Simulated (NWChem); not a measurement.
System: SiNH₃F₂; SMILES N[SiH](F)F

```xyz
7

Si     0.0146    -0.0114     0.3352
N      0.2430     1.5661    -0.2352
F     -1.4037    -0.5636    -0.1996
F      1.0815    -1.0840    -0.2370
H      0.0828    -0.0428     1.8084
H      0.1194     1.8278    -1.2060
H      0.7934     2.2402     0.2815
```
Atoms are numbered in this order, from 1.

Results from NWChem. Structure relaxed at the PBE0/def2-SVP level. B3LYP is NWChem's, with the RPA form of VWN correlation. Vertical excitations in the gas phase; the lowest state need not have the same character in each row.

Question: Order these by “lowest excitation, singlet (eV)”, lowest first: LDA (Slater exchange, VWN5)/def2-SVP, full TDDFT; B3LYP/def2-SVP, full TDDFT; CAM-B3LYP/def2-SVP, full TDDFT.

Answer: LDA (Slater exchange, VWN5)/def2-SVP, full TDDFT (7.36), B3LYP/def2-SVP, full TDDFT (7.55), CAM-B3LYP/def2-SVP, full TDDFT (7.72)
